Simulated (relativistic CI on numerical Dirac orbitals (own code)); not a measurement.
d4 in a ligand field

Computed with a parametric ligand-field model of a d^n configuration (Racah B and C, spin-orbit zeta, crystal field), exact diagonalisation.

Field parameters in Wybourne normalisation: D3d B²₀ = −7Dσ, B⁴₀ = −14Dq − 21Dτ, B⁴₃ = −14√(10/7) Dq; D4h B²₀ = −7Ds, B⁴₀ = 21(Dq − Dt), B⁴₄ = 21√(5/14) Dq. The field is a parameter set, without covalency.

(1) Ground term and bands for B = 1030, C = 3610, ζ = 0 cm⁻¹, D3d, 10Dq = 16700, Dσ = 1200, Dτ = 300 cm⁻¹?

(2) Ground term and bands for B = 620, C = 2670, ζ = 0 cm⁻¹, D3d, 10Dq = 25900, Dσ = 170, Dτ = 490 cm⁻¹?

(3) Ground term and bands for B = 470, C = 2200, ζ = 0 cm⁻¹, D4h, 10Dq = 37600, Ds = 20, Dt = -710 cm⁻¹?

(4) Ground term and bands for B = 730, C = 3060, ζ = 0 cm⁻¹, D4h, 10Dq = 13150, Ds = 3000, Dt = 140 cm⁻¹?

(5) Ground term and bands for B = 920, C = 3950, ζ = 0 cm⁻¹, D4h, 10Dq = 14650, Ds = 3000, Dt = 570 cm⁻¹?

Results:

(1) Ground term 5E with 1.00 electrons in the two orbitals of the cubic e set. Spin-allowed: 5E 16122 cm⁻¹ (620 nm), 5A1 21661 cm⁻¹ (462 nm). Lowest spin-forbidden: 3A2 1201 cm⁻¹, 3E 6067 cm⁻¹ (1648 nm), 1E 12242 cm⁻¹ (817 nm).

(2) Ground term 3A2 with 0.02 electrons in the two orbitals of the cubic e set. Spin-allowed: 3E 3957 cm⁻¹ (2527 nm), 3A1 26658 cm⁻¹ (375 nm), 3E 26864 cm⁻¹ (372 nm), 3E 28311 cm⁻¹ (353 nm). Lowest spin-forbidden: 1E 7938 cm⁻¹ (1260 nm), 1A1 11379 cm⁻¹ (879 nm), 1E 12522 cm⁻¹ (799 nm).

(3) Ground term 3E with 0.01 electrons in the two orbitals of the cubic e set. Spin-allowed: 3A2 3590 cm⁻¹ (2786 nm), 3E 36784 cm⁻¹ (272 nm), 3A1 39181 cm⁻¹ (255 nm), 3B2 40632 cm⁻¹ (246 nm). Lowest spin-forbidden: 1A1 4977 cm⁻¹ (2009 nm), 1E 6652 cm⁻¹ (1503 nm), 1B2 10232 cm⁻¹ (977 nm).

(4) Ground term 5B1 with 1.00 electrons in the two orbitals of the cubic e set. Spin-allowed: 5A1 12700 cm⁻¹ (787 nm), 5B2 13150 cm⁻¹ (760 nm), 5E 21450 cm⁻¹ (466 nm). Lowest spin-forbidden: 3E 9354 cm⁻¹ (1069 nm), 1A1 13841 cm⁻¹ (722 nm), 3A2 15714 cm⁻¹ (636 nm).

(5) Ground term 5B1 with 1.00 electrons in the two orbitals of the cubic e set. Spin-allowed: 5B2 14650 cm⁻¹ (683 nm), 5A1 14850 cm⁻¹ (673 nm), 5E 20800 cm⁻¹ (481 nm). Lowest spin-forbidden: 3E 16854 cm⁻¹ (593 nm), 3A2 20538 cm⁻¹ (487 nm), 3B1 21191 cm⁻¹ (472 nm).
